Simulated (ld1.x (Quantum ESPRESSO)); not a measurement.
## Ta (Z = 73): one change to a TM semilocal potential, before and after

ld1.x (Quantum ESPRESSO) 7.5 input, shortened:

```
&input
   title='Ta', zed=73., rel=1, dft='PBE', iswitch=3,
   config='[Xe] 4f14 5d3 6s1.75 6p0.25'
 /
 &inputp
   pseudotype=1, tm=.true., lloc=2,
   nlcc=.false.
 /
3
6S  1  0   1.75   0.00  2.15  2.15  0.0
6P  2  1   0.25   0.00  2.85  2.85  0.0
5D  3  2   3.00   0.00  2.75  2.75  0.0
 &test
   configts(1)='5d3 6s1.75 6p0.25'
 /
```

Change: core correction a·sin(br)/r model core inside 1.14 bohr.

Cutoffs: the cutoffs (Ry, on a coarse ladder) from which the occupation-weighted sum of valence levels, in a spherical-Bessel basis at the reference potential, stays within 10 and 1 mRy of its value at 400 Ry; they do not see the model core or the augmentation charge, which bear on the density cutoff. Errors are all-electron minus pseudo energies relative to the spin-unpolarised reference configuration.

Problem. How do hardness, ghosts and transferability respond?

Solution. The potential gets neither clearly harder nor softer (25 Ry and 35 Ry → 25 Ry and 35 Ry); of the 7 tests that both files solve, the error grows in 1 and shrinks in 4 by more than 15 % and 0.3 meV (median size 60.1 → 33.8 meV); neither file shows a bound ghost. A semilocal file is local in each channel, so a ghost entry of none says nothing of the separable form that plane-wave codes build from it. A model core, the more so a compact one, raises the density cutoff, which this test does not measure.

| quantity | base | changed |
| --- | --- | --- |
| cutoff, loose | 25 Ry | 25 Ry |
| cutoff, tight | 35 Ry | 35 Ry |
| bound ghosts | none | none |
| error for 5d3 6s2 6p0, meV [ΔE -1.02 eV] | +0.7 | +0.3 |
| error for 5d3 6s1 6p0, meV [ΔE 7.45 eV] | +7.9 | -5.9 |
| error for 5d3 6s0 6p0, meV [ΔE 22.42 eV] | +109 | -34 |
| error for 5d2 6s0 6p0, meV [ΔE 46.02 eV] | +174 | -193 |
| error for 5d3 6s1 6p1, meV [ΔE 3.16 eV] | +3.1 | -1.8 |
| error for 5d1 6s0 6p0, meV [ΔE 81.07 eV] | +474 | -758 |
| error for 5d4 6s0 6p0, meV [ΔE 8.88 eV] | +60 | -65 |
| s: phases at 3.09 bohr within 0.05 rad from the reference energy up to (Ry; the scan ends near 5) | 1.0 | 1.0 |
| p: phases at 3.09 bohr within 0.05 rad from the reference energy up to (Ry; the scan ends near 5) | 0.4 | 0.4 |
| d: phases at 3.09 bohr within 0.05 rad from the reference energy up to (Ry; the scan ends near 5) | 1.5 | 1.5 |
